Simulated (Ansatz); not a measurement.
Born–Oppenheimer molecular dynamics of C4H10Si (15 atoms, charge 0, multiplicity 1). It goes on from the last frame of an earlier run, with new velocities.

Method: RKS r2SCAN-D4/STO-3G in Ansatz.

| Quantity | Value |
| --- | --- |
| ensemble | NVE (velocity Verlet) |
| time step | 0.5 fs |
| steps asked | 319 |
| starting velocities drawn for | 700 K |
| seed | 508306 |

First frame:

```xyz
15
Properties=species:S:1:pos:R:3
C -0.403 1.853 -0.113
C -0.324 0.394 0.365
C 1.147 -0.195 0.531
Si 0.578 -1.781 -0.306
C -0.916 -0.694 -0.649
H 0.151 2.492 0.610
H 0.086 1.927 -1.117
H -1.434 2.211 -0.216
H -0.803 0.303 1.372
H 1.861 0.363 -0.107
H 1.553 -0.249 1.558
H 1.328 -2.242 -1.442
H 0.443 -2.913 0.547
H -0.905 -0.277 -1.662
H -1.901 -1.086 -0.428
```

Question: What does the run give?

Answer: All steps were run.

- steps done: 319
- time covered: 159.5 fs
- mean temperature over the second half: 386 K
- spread of the potential energy over the second half: 8.6 meV per atom
- mean potential energy of the second half above the start: 35.5 meV per atom

The conserved energy stayed within 0.53 meV per atom of its start (net change 0.18 meV per atom), so the integration is sound. The temperature averaged 0.55 of the 700 K drawn at the start: a run that starts near a minimum puts about half its kinetic energy into the potential. A run of 0.16 ps of so small a system gives no equilibrium averages. Limits of this set-up: minimal basis.

Question: What happens to the structure?

Answer: The same pairs are bonded in the first frame and the last. Pairs count as bonded within 1.25 times the sum of covalent radii (0.12 Å more for H–H). The details hang on the random start.

Question: How do temperature and energy run in time?

Answer: 
| time (fs) | T (K) | potential energy less start (eV) | conserved less start (meV/atom) |
| --- | --- | --- | --- |
| 0.0 | 700 | 0.000 | 0.00 |
| 8.0 | 237 | 0.784 | 0.47 |
| 16.0 | 351 | 0.591 | 0.33 |
| 24.0 | 346 | 0.596 | 0.09 |
| 32.0 | 362 | 0.575 | 0.50 |
| 40.0 | 464 | 0.399 | 0.18 |
| 48.0 | 439 | 0.442 | 0.23 |
| 56.0 | 281 | 0.711 | 0.39 |
| 64.0 | 309 | 0.661 | 0.24 |
| 72.0 | 424 | 0.468 | 0.32 |
| 80.0 | 453 | 0.417 | 0.20 |
| 88.0 | 481 | 0.372 | 0.27 |
| 96.0 | 234 | 0.787 | 0.30 |
| 104.0 | 364 | 0.569 | 0.25 |
| 112.0 | 388 | 0.530 | 0.38 |
| 120.0 | 470 | 0.388 | 0.14 |
| 128.0 | 397 | 0.514 | 0.34 |
| 136.0 | 314 | 0.653 | 0.35 |
| 144.0 | 372 | 0.553 | 0.10 |
| 152.0 | 338 | 0.615 | 0.50 |

Time of the run: 15 min on 1 thread of Arm Neoverse V2, on a shared host, peak memory 0.097 GiB.
